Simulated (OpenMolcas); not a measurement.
Ni3+ (d7) among equal point charges was computed by CASSCF with the d shell active (OpenMolcas, ANO-RCC-VDZP on the metal). Its lowest spin-free states, and all those of the highest spin:

```csv
2S+1,Degeneracy,E (cm-1)
4,1,0.0
4,2,615.8
4,2,2141
4,2,3095
4,2,21301
2,2,21817
2,1,22447
2,1,22452
2,2,23074
2,2,23516
2,1,23620
2,2,26148
4,1,27495
```

**Question.** Is the site octahedral, tetrahedral or cube-like, axial, or of lower symmetry?

**Answer.** The states with 2S+1 = 4 have orbital degeneracies 1, 2, 2, 2, 2, 1. There are pairs but no triples, so the site is axial: not cubic, but with a proper or improper axis of order three or more. The run had Ni3+ among 3 point charges of -1.5 e arranged as a planar triangle (D3h), 2.06 Å from the ion.

Spin-orbit coupling mixes the spin-free states strongly: the lowest level takes only 64 % from its leading state, 4A2. Without dynamic correlation the repulsion within the d shell is too large (B by tens of per cent), so at a given field states of lower spin stand too high. Point charges give a weaker field than real ligands, and real ions of this kind are often low spin; the high spin found here belongs to the model. The ground term spreads over less than 5000 cm-1, several times less than with real ligands, so orbital moments are less quenched and χT lies further from the spin-only value than at real sites. This is an electrostatic model: the charges have no orbitals. An unlabelled pair can be two single states that coincide in this model. No measured value stands beside these numbers.
